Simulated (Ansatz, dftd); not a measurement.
System: AlH$_{3}$S$_{2}$, charge 0, singlet. AlH3S2 (SMILES [SH][AlH][SH]).
B3LYP-D3(BJ)/def2-TZVP minimum from Ansatz (a program for electronic structure):
```xyz
6

Al    -0.5780    -0.3373     0.3316
H     -1.7924    -1.0461     1.0285
S      1.4447    -0.4112     1.1578
H      1.0672    -1.1591     2.2100
S     -0.7975     0.7890    -1.5292
H     -2.1180     0.5458    -1.6071
```

Quantity: atomisation energy (electronic, to ground-state atoms), in kcal/mol. Open shells are spin-unrestricted; no spin-orbit coupling. Correlated methods leave the cores frozen. Rows without X2C or -DK are non-relativistic. CBS(X,Y): correlation extrapolated as X^-3, Hartree-Fock from the larger set (Q,5: extrapolated as (X+1)exp(-9√X)). A bracket is a step between two methods taken in the basis named. The functionals are non-relativistic, so their misses hold any scalar relativity. '+ core + X2C': CCSD(T) terms for core correlation (cc-pwCVTZ, 1s frozen past Ne) and scalar relativity (cc-pVTZ-DK). Where a partner has so few electrons that a lower coupled-cluster level is exact, that level stands in.

Compared with CCSD(T)/CBS(cc-pV(Q+d)Z,cc-pV(5+d)Z) + [CCSDT(Q) - CCSD(T)]/cc-pV(D+d)Z + core + X2C (Ansatz): 411.1 kcal/mol.

### Question
Rank these levels by how close they come to it, closest first: MP2/CBS(cc-pV(Q+d)Z,cc-pV(5+d)Z) (Ansatz); CAM-B3LYP/def2-TZVPD (Ansatz); PBE-D3(BJ)/def2-TZVPD (Ansatz + dftd3); CCSD/CBS(cc-pV(T+d)Z,cc-pV(Q+d)Z) (Ansatz); MP2/CBS(cc-pV(T+d)Z,cc-pV(Q+d)Z) (Ansatz).

### Answer
PBE-D3(BJ)/def2-TZVPD (408.7 kcal/mol, difference -2.4), MP2/CBS(cc-pV(T+d)Z,cc-pV(Q+d)Z) (415.1 kcal/mol, difference 4.0), MP2/CBS(cc-pV(Q+d)Z,cc-pV(5+d)Z) (415.6 kcal/mol, difference 4.5), CCSD/CBS(cc-pV(T+d)Z,cc-pV(Q+d)Z) (404.9 kcal/mol, difference -6.2), CAM-B3LYP/def2-TZVPD (402.0 kcal/mol, difference -9.1)
